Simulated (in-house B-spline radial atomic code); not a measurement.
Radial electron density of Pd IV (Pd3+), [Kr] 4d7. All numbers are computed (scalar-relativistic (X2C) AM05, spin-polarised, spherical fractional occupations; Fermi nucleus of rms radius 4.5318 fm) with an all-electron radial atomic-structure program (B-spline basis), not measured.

One-electron X2C: radii and densities carry no picture-change correction, so inner-shell <1/r> comes out high (for 1s by about 2 % at Z = 33, 5 % at 54, 10 % at 75, 30 % at 118) and <r> low.

Columns: r (bohr), 4πr²n(r) (electrons per bohr), bar.

```
0.000956    1.511 #
 0.00116    2.074 #
 0.00142    2.877 ##
 0.00173    3.943 ##
  0.0021    5.344 ###
 0.00256    7.243 ####
 0.00312    9.732 ######
  0.0038    12.93 ########
 0.00463    16.98 ##########
 0.00564    21.94 #############
 0.00687    27.83 #################
 0.00836    34.46 #####################
  0.0102    41.62 #########################
  0.0124    48.45 #############################
  0.0151    54.28 #################################
  0.0184    58.08 ###################################
  0.0224    59.05 ####################################
  0.0273    57.13 ##################################
  0.0332    53.47 ################################
  0.0405    50.37 ##############################
  0.0493    50.78 ###############################
    0.06    56.26 ##################################
  0.0731    65.28 #######################################
   0.089     72.7 ############################################
   0.108     72.9 ############################################
   0.132    64.32 #######################################
   0.161    53.17 ################################
   0.196    48.71 #############################
   0.238    53.24 ################################
    0.29    58.64 ###################################
   0.354    53.81 ################################
   0.431    38.33 #######################
   0.525    22.65 ##############
   0.639    15.86 ##########
   0.778    16.33 ##########
   0.948    16.75 ##########
    1.15    13.63 ########
    1.41    8.399 #####
    1.71    4.238 ###
    2.08    1.719 #
    2.54   0.5414 
    3.09   0.1306 
    3.77  0.02102 
    4.59 0.002115
```

On this grid the curve has 4 maxima, near 0.0224, 0.108, 0.29, 0.948 bohr.

The 4p up radial function P(r) = rR(r), positive near the nucleus:

| r (bohr) | P |
| --- | --- |
| 0.00142 | 0.001532 |
| 0.0021 | 0.002984 |
| 0.00312 | 0.005909 |
| 0.00463 | 0.0117 |
| 0.00687 | 0.02303 |
| 0.0102 | 0.04464 |
| 0.0151 | 0.0836 |
| 0.0224 | 0.1494 |
| 0.0332 | 0.2456 |
| 0.0493 | 0.3538 |
| 0.0731 | 0.4012 |
| 0.108 | 0.2628 |
| 0.161 | -0.1401 |
| 0.238 | -0.5597 |
| 0.354 | -0.4656 |
| 0.525 | 0.3232 |
| 0.778 | 1.059 |
| 1.15 | 0.9804 |
| 1.71 | 0.4264 |
| 2.54 | 0.08192 |
| 3.77 | 0.00531 |
